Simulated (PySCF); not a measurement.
## Calculated data, B2H6N

Computed with PySCF 2.14.0. Calculation on a computer-drawn molecule: optimised geometry and harmonic frequencies of an isolated molecule of the commonest isotopes, restricted reference for singlets and unrestricted otherwise, frozen core in MP2.

Entry: B2H6N

Start structure:
```xyz
9
B2H6N
B     -0.3862    -1.7166     0.6204
N      0.4768    -0.8492     0.2620
B      0.4020     0.3887    -0.6832
H     -0.0933    -2.6681     1.3664
H     -1.4724    -1.7520     0.2598
H      1.4391    -0.8556     0.6180
H      1.1933     0.2851    -1.5797
H     -0.7802     0.4922    -1.1608
H      0.6596     1.4254    -0.0553
```

| Property | Result |
| --- | --- |
| charge | -1 |
| multiplicity | 1 |
| method | HF |
| basis | aug-cc-pVDZ |
| rotational constants | 44.11, 8.487, 7.557 GHz |
| total energy | -107.3579 hartree |
| convergence status largest gradient component | 3.556e-05 hartree/bohr |

Drawn bonds:
```
atom  other atom  order
   1           2      1
   2           3      1
   1           4      1
   1           5      1
   2           6      1
   3           7      1
   3           8      1
   3           9      1
```

Optimised structure:
```xyz
9
B2H6N
B     -0.3938    -1.7754     0.6409
N      0.5122    -0.8218     0.2565
B      0.3905     0.4273    -0.6986
H     -0.0674    -2.6703     1.4098
H     -1.5381    -1.7693     0.2396
H      1.4263    -0.9269     0.6510
H      1.2104     0.3221    -1.6378
H     -0.7603     0.4925    -1.1497
H      0.6587     1.4718    -0.0642
```

Modes:
```
frequency (cm⁻¹)  reduced mass (dalton)
           145.7                   1.23
           357.1                  2.096
           371.8                  1.294
           764.2                  3.229
             871                  1.047
           898.1                  1.171
            1008                  1.336
            1065                  1.383
            1086                  1.607
            1237                   1.18
            1238                  1.076
            1250                  1.188
            1257                  1.087
            1383                  1.298
            1561                  3.401
            2210                    1.1
            2266                  1.069
            2352                  1.058
            2467                  1.087
            2562                  1.092
            3778                  1.074
```
